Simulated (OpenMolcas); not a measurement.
# neutral lead: thermal populations, worked from levels

- Program: OpenMolcas 26.06
- Basis: ANO-RCC-VTZP [8s7p5d3f2g]
- Scalar Hamiltonian: DKH3, point nucleus
- Active space: 4 electrons in 4 orbitals (6s 6p)
- State averaging: 2S+1 = 3 even, 3 roots; 2S+1 = 1 even, 6 roots
- Spin-orbit coupling: RASSI with atomic mean-field integrals over the reference wave functions, term energies averaged over their components

Methods: CASSCF; SS-CASPT2, IPEA 0.25 Eh, imaginary shift 0.1 Eh (closed shells correlated: 5d). Measured levels: NIST Handbook of Basic Atomic Spectroscopic Data.

**Thermal populations.** Z = Σ (2J + 1) exp(-E/kT) with k = 0.695035 cm-1/K, over the levels below. No other level of either list lies under 32900 cm-1, which is above 7 kT at each temperature.

```tsv
Level	2J + 1	SS-CASPT2	measured
6s2 6p2 3P0	1	0.0	0.0
6s2 6p2 3P1	3	6650	7819
6s2 6p2 3P2 [62 %]	5	9530	10650
6s2 6p2 1D2 [62 %]	5	18840	21458
6s2 6p2 1S0	1	27930	29467
```

```tsv
T (K)	Z, SS-CASPT2	Z, measured levels	Ground level (%), SS-CASPT2	Ground level (%), measured levels
3000	1.176	1.101	85.0	90.8
5000	1.787	1.560	56.0	64.1
```

At 5000 K, kT = 3475 cm-1, and the computed levels give Z = 1.000 + 0.443 + 0.322 + 0.022 + 0.000 = 1.787.

CASPT2 breaks the degeneracy within a term, and the mean is taken; among the terms shown or strongly mixed into the levels shown the widest spread is 46 cm-1 (6s2 6p2 1D, SS-CASPT2). Spin-orbit splittings of 6p shells tend to come out small when the coupling is added on scalar orbitals. Computed and measured levels are paired by configuration, term and J; levels that our copy of the source lacks, or whose pairing is in doubt (as where it misses far off the trend of its configuration), stay unpaired and out of the deviations. Where the source uses jj or jK labels, the order within each J decides. Only configurations of the active space appear.

A share in square brackets marks a mixed level and gives the weight of the term that names it, the lowest over the columns.
